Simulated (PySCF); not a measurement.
The dipole of `c1(ccoc1)P=C=O` from its density and from atomic charges.

Coordinates (GFN2-xTB, Å) and charges (e) from the PBE0/pcSseg-1 density (PySCF):

| atom | x | y | z | Mulliken | IAO | Hirshfeld | ESP-fitted |
| --- | --- | --- | --- | --- | --- | --- | --- |
| O1 | 3.422 | 0.776 | 0.462 | -0.2266 | -0.2363 | -0.1200 | -0.2291 |
| C2 | 2.635 | -0.066 | 0.597 | +0.1039 | +0.1685 | +0.1319 | +0.3640 |
| P3 | 1.673 | -1.380 | 0.835 | +0.3844 | +0.2208 | +0.0267 | -0.1758 |
| C4 | 0.106 | -0.558 | 0.445 | -0.4732 | -0.2414 | -0.0913 | -0.0294 |
| C5 | -0.156 | 0.787 | 0.052 | -0.1553 | -0.2268 | -0.0953 | -0.4983 |
| C6 | -1.500 | 0.865 | -0.114 | +0.1931 | +0.0148 | +0.0144 | +0.1871 |
| O7 | -2.087 | -0.315 | 0.143 | -0.3501 | -0.2182 | -0.0563 | -0.2543 |
| C8 | -1.116 | -1.174 | 0.480 | +0.2119 | -0.0023 | +0.0021 | +0.0701 |
| H9 | 0.562 | 1.570 | -0.084 | +0.0931 | +0.1679 | +0.0538 | +0.2628 |
| H10 | -2.136 | 1.679 | -0.403 | +0.1134 | +0.1772 | +0.0684 | +0.1244 |
| H11 | -1.397 | -2.180 | 0.723 | +0.1056 | +0.1758 | +0.0656 | +0.1786 |

**Question.** Compute μ = Σ q r for each scheme (1 e·Å = 4.803 D) and compare with the dipole of the full density.

**Answer.** The full density gives (-1.14, 0.26, -0.20) D, 1.18 D in size; dipole vectors point from the negative to the positive end.

```tsv
scheme	μx	μy	μz	size (D)	share of the full size (%)	angle to the full dipole (°)
Mulliken	-0.08	-2.10	0.54	2.17	183	102
IAO	-0.38	-1.35	0.31	1.44	121	89
Hirshfeld	-0.61	-0.38	0.03	0.72	61	46
ESP-fitted	-1.16	0.27	-0.20	1.20	102	1
```

**Question.** Which set comes closest?

**Answer.** Length of the difference vector: ESP-fitted 0.02 D, Hirshfeld 0.86 D, IAO 1.85 D, Mulliken 2.68 D. Closest: ESP-fitted. 

**Question.** What is left for the Hirshfeld atoms' own dipoles?

**Answer.** The shares of the density sum to the whole, so what Σ q r misses lies in dipoles about the nuclei. The atomic dipoles sum to (-1.14, 0.26, -0.20) − (-0.61, -0.38, 0.03) = (-0.53, 0.64, -0.23) D, 0.86 D in size.

**Question.** With the origin at the mean of the coordinates, (0.000, 0.000, 0.285) Å, which are the largest single terms, by size, of the IAO dipole along the direction of the full one?

**Answer.** O1 +3.58, H10 +2.16, P3 -2.12, C2 -2.10, O7 -2.06 D; all 11 atoms together +0.02 D. The single terms depend on the origin, their sum doesn't.

**Question.** Give the size of the full dipole in other units.

**Answer.** 1.18 D = 0.466 au = 0.246 e·Å = 3.95 × 10⁻³⁰ C·m.

Isolated species at its GFN2-xTB geometry (one conformer only).

Shape of the structure used: `[O:1]=[C:2]=[P:3][c:4]1[cH:5][cH:6][o:7][cH:8]1`: C2–P3–C4–C5 1°.
